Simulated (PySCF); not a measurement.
**Dipole response of Re (rhenium, neutral)**

[Xe] 4f14 5d5 6s1 6p1, high-spin 8P determinant (an excited configuration). Computed with PySCF 2.14 in aug-cc-pVTZ-PP with one added diffuse shell each of s, p, d, f, g type with ECP60MDF (7s7p6d4f3g, 113 functions), with scalar relativity through the core potential. Coupled (time-dependent) response in atomic units; α is the mean over directions.

```
method  mean α (bohr³)         α xx, yy, zz  C₆ (like pair)  S(−4)
revPBE           115.1  83.65, 178.1, 83.65            1381  10640
```

S(−4) is the Cauchy moment in α(ω) = α(0) + S(−4) ω² + …

Spin-orbit coupling is absent.

α(iu) at revPBE:

```
u (hartree)  α(iu) (bohr³)
          0          115.1
     0.0500          95.45
      0.100          68.76
      0.200          39.33
      0.300          26.08
      0.500          14.73
      0.750          9.111
       1.00          6.381
       1.50          3.745
       2.00          2.490
       3.00          1.331
       5.00         0.5547
```

A single London oscillator, α(iu) = α/(1 + u²/ω²), gives C₆ = (3/4) ω α². Matching the computed C₆ needs ω = 4 × 1381 / (3 × 115.1²) = 0.139 hartree.

The components differ because the open shell of this determinant is not spherical; for a pure term their mean is the scalar polarisability.

Energies and moments cover only the electrons outside the core potential. Spin-orbit coupling, absent here, splits the open shell strongly.
